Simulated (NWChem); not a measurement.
Species: C$_{4}$H$_{2}$Cl$_{2}$; SMILES C#CC=C(Cl)Cl

Results from NWChem. Coordinates come from a PBE0/def2-SVP optimisation. Total energies of different functionals are on different scales.

```tsv
level	energy (Ha)	highest occupied level (eV)	orbital gap (eV)	dipole (D)
B3LYP/def2-SVP	-1073.5526	(withheld)	(withheld)	0.65
PBE/def2-SVP	-1072.9578	-5.83	3.68	0.55
TPSS/def2-SVP	-1073.6006	-5.91	3.83	0.77
N12/def2-SVP	-1073.5190	-5.67	3.69	0.66
LC-BLYP (range parameter 0.33 per bohr)/def2-SVP	-1072.6346	-9.02	9.75	0.68
HCTH/407/def2-SVP	-1073.6385	-6.03	3.74	0.63
KT2/def2-SVP	-1083.0972	-5.85	3.72	0.60
B97-2/def2-SVP	-1073.5440	-6.76	5.33	0.80
```

What belongs in the gaps?


- B3LYP/def2-SVP, highest occupied level (eV): -6.67
- B3LYP/def2-SVP, orbital gap (eV): 5.21
